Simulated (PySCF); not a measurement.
## Frontier orbitals and the lowest excitations

C5H4ClO2P.
Z-matrix (Å and degrees, GFN2-xTB geometry), rows numbered from 1:
```
C 
C   1  1.5059
O   2  1.2086  1  123.62
C   2  1.4718  1  114.20  3  -179.96
O   4  1.3443  2  118.70  1    -0.06
C   5  1.3300  4  112.05  2  -179.98
P   6  1.7135  5  116.94  4    -0.01
C   4  1.3808  2  128.31  1   179.96
Cl  8  1.7003  4  124.13  2    -0.05
H   1  1.0878  2  109.71  3   120.77
H   1  1.0863  2  109.64  3    -0.02
H   1  1.0878  2  109.69  3  -120.80
H   6  1.0771  5  114.86  4  -179.97
```

Method used: TDDFT B3LYP/def2-SVPD, vertical, gas phase, core orbitals frozen in the response (PySCF).

Frontier orbitals with the atoms that hold most of them (Löwdin shares over 4%, at most four atoms; ? is withheld):

```csv
orbital,ε (eV),atoms
HOMO-3,-8.73,"P7 39%, Cl9 24%, C8 12%, O3 10%"
HOMO-2,-7.67,"P7 28%, Cl9 24%, C8 19%, O5 14%"
HOMO-1,-7.33,"C6 24%, C4 23%, C8 11%, P7 10%"
HOMO,?,?
LUMO,-2.32,?
LUMO+1,-1.53,"P7 41%, C6 19%, C8 15%, O5 6%"
LUMO+2,0.01,"P7 52%, C8 11%, C6 11%, Cl9 11%"
```

Task: Give the leading atoms of the HOMO.

Result: O3 (bonded to C) 55%; Cl9 (bonded to C) 12%; C2 (bonded to 2 C and O) 9%; C1 (bonded to C and 3 H) 9%. By element: oxygen 55% or more, carbon 19% or more, chlorine 12%.

Task: Give the leading atoms of the LUMO.

Result: O3 (bonded to C) 18%; C2 (bonded to 2 C and O) 17%; C6 (bonded to O, P and H) 15%; C8 (bonded to C, Cl and P) 12%. By element: carbon 44% or more, oxygen 18% or more.

Task: What is the HOMO energy, and the HOMO–LUMO gap?

Result: ε(HOMO) = -7.29 eV; the gap is 4.97 eV (0.1827 hartree).

Task: The HOMO–LUMO gap is 4.97 eV. Where does the response calculation put the lowest singlet, and from which orbitals?

Result: S1 is at 3.56 eV (f = 0.0001), 1.41 eV below the gap, made of HOMO→LUMO (93%). 

Task: One configuration dominates each of S1, S2, S3 and S4. Which, and how do the shares of the two leading atoms of either orbital change from the occupied to the empty one?

Result: 
- S1 (3.56 eV, f 0.0001), HOMO→LUMO (93%): O3 55% → 18%, Cl9 12% → at most 12%, C2 9% → 17%
- S2 (4.60 eV, f 0.015), HOMO-2→LUMO (75%): P7 28% → at most 12%, Cl9 24% → at most 12%, O3 at most 14% → 18%, C2 at most 14% → 17%
- S3 (4.79 eV, f 0.237), HOMO-1→LUMO (96%): C6 24% → 15%, C4 23% → at most 12%, O3 at most 11% → 18%, C2 at most 11% → 17%
- S4 (4.91 eV, f 0.0013), HOMO→LUMO+1 (92%): O3 55% → at most 7%, Cl9 12% → at most 7%, P7 at most 10% → 41%, C6 at most 10% → 19%

One conformer stands for the species.
